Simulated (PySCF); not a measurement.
**Shifts of the heteroatoms**

Molfile (atoms numbered from 1):
```
C7H11FSi2
     RDKit          3D

 21 21  0  0  0  0  0  0  0  0999 V2000
   -3.6287   -0.6579   -0.0870 C   0  0  0  0  0  0  0  0  0  0  0  0
   -2.5565    0.7956    0.4914 Si  0  0  0  0  0  4  0  0  0  0  0  0
   -0.7346    0.3838    0.1948 C   0  0  0  0  0  0  0  0  0  0  0  0
   -0.2644   -0.8120   -0.3382 C   0  0  0  0  0  0  0  0  0  0  0  0
    1.0877   -1.0429   -0.5072 C   0  0  0  0  0  0  0  0  0  0  0  0
    2.0390   -0.0898   -0.1528 C   0  0  0  0  0  0  0  0  0  0  0  0
    3.8809   -0.4281   -0.3901 Si  0  0  0  0  0  4  0  0  0  0  0  0
    1.5842    1.1133    0.3763 C   0  0  0  0  0  0  0  0  0  0  0  0
    0.2302    1.3193    0.5365 C   0  0  0  0  0  0  0  0  0  0  0  0
   -0.1852    2.5004    1.0619 F   0  0  0  0  0  0  0  0  0  0  0  0
   -4.6794   -0.4338    0.0665 H   0  0  0  0  0  0  0  0  0  0  0  0
   -3.4058   -1.5682    0.4625 H   0  0  0  0  0  0  0  0  0  0  0  0
   -3.4905   -0.8645   -1.1446 H   0  0  0  0  0  0  0  0  0  0  0  0
   -2.8875    2.0055   -0.2707 H   0  0  0  0  0  0  0  0  0  0  0  0
   -2.7422    1.0219    1.9300 H   0  0  0  0  0  0  0  0  0  0  0  0
   -0.9751   -1.5746   -0.6217 H   0  0  0  0  0  0  0  0  0  0  0  0
    1.4175   -1.9857   -0.9207 H   0  0  0  0  0  0  0  0  0  0  0  0
    4.6460    0.6084    0.3028 H   0  0  0  0  0  0  0  0  0  0  0  0
    4.1902   -1.7486    0.1639 H   0  0  0  0  0  0  0  0  0  0  0  0
    4.1891   -0.4143   -1.8225 H   0  0  0  0  0  0  0  0  0  0  0  0
    2.2762    1.8891    0.6683 H   0  0  0  0  0  0  0  0  0  0  0  0
  1  2  1  0
  2  3  1  0
  3  4  1  0
  4  5  2  0
  5  6  1  0
  6  7  1  0
  6  8  2  0
  8  9  1  0
  9 10  1  0
  9  3  2  0
  1 11  1  0
  1 12  1  0
  1 13  1  0
  2 14  1  0
  2 15  1  0
  4 16  1  0
  5 17  1  0
  7 18  1  0
  7 19  1  0
  7 20  1  0
  8 21  1  0
M  END
```

- σ from GIAO-PBE0/pcSseg-1
- GFN2-xTB structure
- program: PySCF
- non-relativistic, equivalent nuclei averaged, a single conformation, no solvent model

Q: Predict the ¹⁹F NMR data.

A: 
| atoms | environment | σ (ppm) | δ (ppm) |
| --- | --- | --- | --- |
| F10 | aryl fluorine | 277.2 | -104.2 |

Shieldings were converted by a linear fit to measured shifts: ¹⁹F (scatter 6.0 ppm rms, 7.0 ppm with the 5 outliers that the fit left out vs CFCl3, solution or neat liquid, with a term for F on sp3 carbon). Occasional misses reach two or three times the rms, and more in compound classes unlike the fitted ones.

On a 600 MHz spectrometer ¹⁹F resonates near 564.6 MHz, so 1 ppm is 564.6 Hz.

Q: Predict the ²⁹Si NMR data.

A: 
| atoms | environment | σ (ppm) | δ (ppm) |
| --- | --- | --- | --- |
| Si2 | silicon bonded to 2 C, 2 H | 403.9 | -52.0 |
| Si7 | silicon bonded to C, 3 H | 417.4 | -63.1 |

Shieldings were converted by a linear fit to measured shifts: ²⁹Si: δ = 279.94 − 0.822σ (rms 8.9 ppm, 72 shifts, 25.8 ppm with the 6 outliers that the fit left out vs TMS, solution or neat liquid). Occasional misses reach two or three times the rms, and more in compound classes unlike the fitted ones.

On a 500 MHz spectrometer ²⁹Si resonates near 99.3 MHz, so 1 ppm is 99.3 Hz.
